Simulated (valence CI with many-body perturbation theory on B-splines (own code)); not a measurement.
## Which ion has this spectrum?

A relativistic CI+MBPT calculation for an atom or ion with 13 electrons gives these levels (Ry):

```csv
J,Parity,E,g
1/2,odd,0.000,0.65
1/2,even,9.751,2.18
3/2,odd,13.446,1.32
3/2,even,21.439,1.65
5/2,even,22.513,1.35
3/2,even,23.877,0.96
1/2,even,24.496,1.23
3/2,even,27.668,0.83
5/2,even,30.183,1.21
3/2,odd,33.588,1.19
3/2,odd,34.600,0.59
5/2,odd,35.387,1.03
5/2,even,35.793,1.41
1/2,odd,36.980,0.38
```

The energies are calculated, and their last digits are not significant.

Problem. Which is it?
A. Gd51+
B. Tb52+
C. Ho54+
D. Sm49+

Solution. A. Gd51+, ground level (3s^2 3p1/2) J=1/2.
